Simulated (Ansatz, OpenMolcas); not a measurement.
**AlBNH4F (SMILES [NH2][AlH][BH]F): the HOMO–LUMO gap, rung by rung**

AlBNH4F has 8 atoms, charge 0, and is taken as a singlet. SMILES: `[NH2][AlH][BH]F`. The coordinates come from a PBE0-D4/def2-TZVP relaxation. This is one conformer, not always the lowest.

Each level gives the HOMO–LUMO gap (eV). The values are calculated.

```
              level                    kind     program  value (eV)  CPU time
       HF/def2-SVPD            Hartree–Fock      Ansatz       11.28     5.2 s
     BLYP/def2-SVPD                     GGA      Ansatz        3.04      11 s
    B3LYP/def2-SVPD           global hybrid  OpenMolcas        4.75      41 s
    BHLYP/def2-SVPD           global hybrid      Ansatz        7.26      16 s
   M06-2X/def2-SVPD         hybrid meta-GGA  OpenMolcas        7.20      49 s
     PBE0/def2-SVPD           global hybrid  OpenMolcas        5.12      42 s
CAM-B3LYP/def2-SVPD  range-separated hybrid      Ansatz        7.59      14 s
  wB97M-V/def2-SVPD  range-separated hybrid      Ansatz        9.19      96 s
```

The values span 3.04 to 11.28 eV. Orbital gaps aren't excitation energies; they tend to grow with the share of exact exchange. CPU times are rough (shared hosts, several kinds of processor and program).
